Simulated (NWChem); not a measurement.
Species: BCl2F; SMILES FB(Cl)Cl

```xyz
4

B      0.0000     0.0000    -0.3489
F      0.0000     0.0000    -1.6596
Cl     1.5210     0.0000     0.5019
Cl    -1.5210     0.0000     0.5019
```
Atoms are numbered in this order, from 1.

Program: NWChem. All runs use the structure optimised with PBE0/def2-SVP. Vzz is the largest principal value of the second derivative of the potential at the nucleus (NWChem prints the opposite sign); η is the asymmetry. Non-relativistic.

### Question
What does the run give for PBE0/def2-SVP? Quantities: Vzz B1 (a.u.); η B1; Vzz Cl4 (a.u.); η Cl4.

### Answer
| Item | Value |
|---|---|
| Vzz B1 (a.u.) | 0.251 |
| η B1 | 0.01 |
| Vzz Cl4 (a.u.) | 2.095 |
| η Cl4 | 0.49 |
